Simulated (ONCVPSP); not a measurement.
**Potentials for W compared**

Generated with ld1.x 7.5 (TM, RRKJ, ultrasoft, PAW), atompaw 4.2 or ONCVPSP 4.0.1. The cutoff is in Ry: for ld1.x and atompaw files where the sum of valence levels is converged to 10 mRy in a Bessel basis, for ONCV files where the hardest occupied wave has 1 mHa per electron of residual kinetic energy. The error is the largest all-electron minus pseudo excitation energy over each file’s own four to seven test configurations (ionisations up to +4, promotions, holes and added fractions of an electron), all of which were solved. The labels leave out finer settings (local radius, basis sizes, second energies), which also bear on the numbers. Spin-polarised tests are not counted. The rows are a selection from randomly drawn settings: files with unsolved tests, undetermined cutoffs or missed reference levels are left out.

A true bound ghost makes a file unfit for plane-wave use even where its test errors are small: the radial tests pick states by their node count and pass the ghost by.

```tsv
potential	cutoff (Ry)	largest error (meV)	bound ghosts
ONCV, revPBE, scalar-relativistic, rc 1.70/1.30/2.00 (spd), local smoothed, core correction yes, reference 5s2 5p6 5d4 6s2, qcut 8.3/7.2/7.6, projectors 2/1/2	67	+201	s
ONCV, LDA (Perdew-Wang 92), scalar-relativistic, rc 1.60/1.35/2.75/0.95 (spdf), local smoothed, core correction yes, reference 4f14 5s2 5p6 5d5 6s1, qcut 6.3/5.8/5.1/21.4, projectors 3/2/2/2	349	+15	s
ONCV, PBE, scalar-relativistic, rc 1.90/1.40/2.40 (spd), local smoothed, core correction yes, reference 5s2 5p6 5d4 6s2, qcut 5.4/7/5.2, projectors 3/1/2	48	+69	none
ONCV, revPBE, scalar-relativistic, rc 2.05/1.95/1.90 (spd), local smoothed, core correction yes, reference 5s2 5p6 5d4 6s1, qcut 5.2/6/4.3, projectors 3/2/2	72	-816	none
ONCV, PBEsol, scalar-relativistic, rc 1.75/1.75/2.10 (spd), local smoothed, core correction yes, reference 5s2 5p6 5d4 6s1, qcut 8.5/7.9/7.4, projectors 2/2/2	44	-10	none
ONCV, LDA (Perdew-Wang 92), scalar-relativistic, rc 1.55/1.75/2.85/2.60 (spdf), local smoothed, core correction yes, reference 5s2 5p6 5d4 6s1.75 6p0.25, qcut 7/7.5/4.5/4.5, projectors 3/2/2/1	38	+35	none
ONCV, PBE, scalar-relativistic, rc 1.90/1.85/2.35/0.80 (spdf), local smoothed, core correction no, reference 4f14 5s2 5p6 5d4 6s2, qcut 4.4/5.7/6.8/15.4, projectors 2/2/1/2	864	+199	s, p
```

Task: Fill in the row for W: ONCV, PBE, scalar-relativistic, rc 2.60/4.00/2.35 (spd), local smoothed, core correction no, reference 5d4 6s1.75 6p0.25, qcut 2.2/1.7/5.8, projectors 2/2/2.

Result: cutoff 25 Ry, largest error +70 meV, bound ghosts: s.

Task: Fill in the row for W: ONCV, PBE, scalar-relativistic, rc 2.75/2.75/1.55 (spd), local smoothed, core correction yes, reference 5d4 6s2, qcut 2.3/3.6/5.3, projectors 2/1/1.

Result: cutoff 28 Ry, largest error -147 meV, bound ghosts: s, p.
